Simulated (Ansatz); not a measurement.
Compare A (`N=C1[SiH2]C1Cl`) with its isomer B (`C=C1N[SiH]1Cl`).

Computed with Ansatz on PBE0-D4/def2-TZVP structures; ΔE is electronic, products minus reactants. CCSD(T)/CBS adds triple-zeta CCSD(T) − MP2 to the extrapolated MP2 energy (def2 sets, frozen cores). DFT in def2-TZVPP. B3LYP here is the variant with VWN-RPA as its local correlation; programs differ in this. One conformer a species, not always the lowest.

(1) Which is lower in electronic energy at CCSD(T)/CBS, and by how much? (An estimate is asked.)

(2) Give E(B) − E(A) in kcal/mol with ωB97M-V, HF/def2-TZVPP, B3LYP-D4, PBE-D4, B2PLYP, r2SCAN-D4, PBE0-D4. (Estimate.)

Largest T1 diagnostic: 0.013.

Results:

(1) The calculation gave: B, by 54.3 kcal/mol.

(2) The calculation gave: ωB97M-V -54.7, HF/def2-TZVPP -57.8, B3LYP-D4 -53.5, PBE-D4 -50.6, B2PLYP -54.5, r2SCAN-D4 -54.6, PBE0-D4 -53.4. None reverses the order clearly.

In def2-TZVPP, CCSD(T) changes the Hartree–Fock value by +5.0 kcal/mol (the triples alone add +1.0 kcal/mol) and MP2 by +2.2 kcal/mol. From PBE to PBE0 (25 % exact exchange), in def2-TZVPP and without D4, E(B) − E(A) moves by −2.8 kcal/mol.
